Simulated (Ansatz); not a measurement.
Isolated molecules relaxed with PBE0-D4/def2-TZVP in Ansatz; ΔE leaves out vibrations. CBS: MP2 limit from def2 TZ/QZ plus the TZ coupled-cluster correction, frozen cores. This one scheme is used for every species. DFT in def2-TZVPP. def2 core potentials past Kr. For In outer-core shells are correlated without core-valence functions, which leaves a few kJ/mol of doubt a bond. Each species was taken in one conformer, which may not be the lowest.

Consider the ligand exchange at the In–O bond: `[OH][In]([Cl])[Cl]` + `O[SiH3]` → `[SiH3][O][In]([Cl])[Cl]` + H₂O.

`[OH][In]([Cl])[Cl]`:

Z-matrix (Å, degrees):
```
In
O 1 1.961
Cl 1 2.290 2 119.8
Cl 1 2.307 2 119.6 3 180.0
H 2 0.962 1 111.7 3 180.0
```

`O[SiH3]`:

Z-matrix (Å, degrees):
```
Si
O 1 1.648
H 1 1.489 2 111.7
H 1 1.489 2 111.7 3 120.9
H 1 1.481 2 105.9 3 -119.6
H 2 0.957 1 117.9 3 -60.5
```

`[SiH3][O][In]([Cl])[Cl]`:

Z-matrix (Å, degrees):
```
Si
O 1 1.638
H 1 1.486 2 109.4
H 1 1.490 2 111.2 3 -120.2
H 1 1.487 2 109.6 3 119.6
In 2 1.950 1 136.8 3 123.6
Cl 6 2.288 2 118.1 1 -179.9
Cl 6 2.296 2 119.8 1 0.1
```

H₂O:

Z-matrix (Å, degrees):
```
O
H 1 0.960
H 1 0.960 2 105.1
```

```csv
level,ΔE (kJ/mol)
PBE,-2.5
CAM-B3LYP,-7.7
MP2/def2-SVP,-21.1
CCSD(T)/def2-TZVPP,-16.2
```

Q: What does CCSD(T)/CBS give? (Best estimate.)

A: The calculation gave: -18.6 kJ/mol. The listed levels differ from it by 16.1, 10.9, -2.5, 2.4 kJ/mol.

Largest T1 diagnostic among the species: 0.014.

The D4 term adds −6.0 kJ/mol with B3LYP and −3.6 kJ/mol with PBE0; it sums over pairs of atoms, weighted by their polarisabilities, and B3LYP, whose exchange is more repulsive, gets the larger term. From BLYP to BHLYP (50 % exact exchange), in def2-TZVPP and without D4, ΔE moves by −10.3 kJ/mol. Leaving LDA and LC-ωPBE aside and taking each functional with its dispersion term where it has one, the values, not all of them listed here, spread over 12.0 kJ/mol, from BHLYP-D4 to revPBE-D4.

B3LYP here is the variant with VWN-RPA as its local correlation; programs differ in this.
